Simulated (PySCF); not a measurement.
# Running PySCF for Se2

The script input.py:

```python
from pyscf import gto, dft, tdscf

mol = gto.M(
    atom='Se 0 0 0; Se 0 0 2.564',
    basis='lanl2dz',
    ecp={'Se': 'lanl2dz'},
    charge=0,
    spin=2,
    verbose=4,
)
mf = dft.UKS(mol, xc='mn15l')
mf.kernel()
td = tdscf.TDA(mf)
td.nstates = 8
td.kernel()
td.analyze(verbose=3)
mf.dip_moment()
print('orbital energies (hartree):', [e[max(0, n-3):n+3].round(4) for e, n in zip(mf.mo_energy, mol.nelec)])
```

```bash
$ OMP_NUM_THREADS=1 python input.py
```

Output (some set-up lines and the per-cycle HOMO/LUMO lines with their warnings removed):

```
PySCF version 2.14.0

[INPUT] verbose = 4
[INPUT] num. atoms = 2
[INPUT] num. electrons = 12
[INPUT] charge = 0
[INPUT] spin (= nelec alpha-beta = 2S) = 2
[INPUT] symmetry False subgroup None
[INPUT] Mole.unit = angstrom
[INPUT] Symbol           X                Y                Z      unit          X                Y                Z       unit  Magmom
[INPUT]  1 Se     0.000000000000   0.000000000000   0.000000000000 AA    0.000000000000   0.000000000000   0.000000000000 Bohr   0.0
[INPUT]  2 Se     0.000000000000   0.000000000000   2.564000000000 AA    0.000000000000   0.000000000000   4.845257783385 Bohr   0.0

nuclear repulsion = 7.42994523912636
number of shells = 8
number of NR pGTOs = 24
number of NR cGTOs = 16
basis = lanl2dz
ecp = {'Se': 'lanl2dz'}

******** <class 'pyscf.dft.uks.UKS'> ********
method = UKS
initial guess = minao
damping factor = 0
level_shift factor = 0
DIIS = <class 'pyscf.scf.diis.CDIIS'>
diis_start_cycle = 1
diis_space = 8
diis_damp = 0
SCF conv_tol = 1e-09
SCF conv_tol_grad = None
SCF max_cycles = 50
direct_scf = True
direct_scf_tol = 1e-13
number electrons alpha = 7  beta = 5
XC library pyscf.dft.libxc version 7.0.0
    S. Lehtola, C. Steigemann, M. J.T. Oliveira, and M. A.L. Marques.,  SoftwareX 7, 1–5 (2018)
XC functionals = mn15l
    H. S. Yu, X. He, and D. G. Truhlar.,  J. Chem. Theory Comput. 12, 1280-1293 (2016)
    H. S. Yu, X. He, and D. G. Truhlar.,  J. Chem. Theory Comput. 12, 1280-1293 (2016)
radial grids:
    Treutler-Ahlrichs [JCP 102, 346 (1995); DOI:10.1063/1.469408] (M4) radial grids

becke partition: Becke, JCP 88, 2547 (1988); DOI:10.1063/1.454033
pruning grids: <function nwchem_prune>
grids dens level: 3
symmetrized grids: False
atomic radii adjust function: <function treutler_atomic_radii_adjust>
small_rho_cutoff = 0
Set gradient conv threshold to 3.16228e-05
tot grids = 40848
init E= 11.2027476520823

cycle= 1 E= -18.1473337625719  delta_E= -29.4  |g|= 0.434  |ddm|= 3.51
cycle= 2 E= -18.3116798376942  delta_E= -0.164  |g|= 0.147  |ddm|= 1.15
cycle= 3 E= -18.3345891416786  delta_E= -0.0229  |g|= 0.00509  |ddm|= 0.295
cycle= 4 E= -18.3346205655771  delta_E= -3.14e-05  |g|= 0.000981  |ddm|= 0.0109
cycle= 5 E= -18.3346218725841  delta_E= -1.31e-06  |g|= 0.000105  |ddm|= 0.00216
cycle= 6 E= -18.3346218870722  delta_E= -1.45e-08  |g|= 3.52e-06  |ddm|= 0.000222
cycle= 7 E= -18.3346218870862  delta_E= -1.4e-11  |g|= 1.67e-07  |ddm|= 6.75e-06
Extra cycle  E= -18.3346218870863  delta_E= -6.75e-14  |g|= 2.94e-08  |ddm|= 3.55e-07
converged SCF energy = -18.3346218870863  <S^2> = 2.0024871  2S+1 = 3.0016576

******** <class 'pyscf.tdscf.uks.TDA'> for <class 'pyscf.dft.uks.UKS'> ********
nstates = 8
deg_eia_thresh = 1.000e-03
wfnsym = None
conv_tol = 1e-05
eigh lindep = 1e-12
eigh level_shift = 0
eigh max_cycle = 100

Excitation energies (eV)
[1.49178912 1.49190506 1.73617239 2.59949157 2.59949157 2.70926043
 3.00689143 3.00689143]

** Excitation energies and oscillator strengths **
Excited State   1:      1.49179 eV    831.11 nm  f=0.0000
Excited State   2:      1.49191 eV    831.05 nm  f=0.0000
Excited State   3:      1.73617 eV    714.12 nm  f=0.0000
Excited State   4:      2.59949 eV    476.96 nm  f=0.0001
Excited State   5:      2.59949 eV    476.96 nm  f=0.0001
Excited State   6:      2.70926 eV    457.63 nm  f=0.0593
Excited State   7:      3.00689 eV    412.33 nm  f=0.0000
Excited State   8:      3.00689 eV    412.33 nm  f=0.0000
Dipole moment(X, Y, Z, Debye):  0.00000,  0.00000, -0.00000
orbital energies (hartree): [array([-0.2993, -0.2419, -0.2419, -0.1431,  0.404 ,  0.4157]), array([-0.3163, -0.2573, -0.2573, -0.1935, -0.1935, -0.1228])]
```

In short: E(SCF) = -18.334622 Eh, 7 cycles, ⟨S²⟩ = 2.002, μz(SCF) = 0.00 D, first excitations without spin–orbit coupling 1.49, 1.49, 1.74, 2.60, 2.60 eV.

Run time: 7.2 s on 1 thread of Intel Xeon Platinum 8375C @ 2.90GHz (shared host).

The bond length is a typed value, not an optimised one. No search for the lowest solution was made.
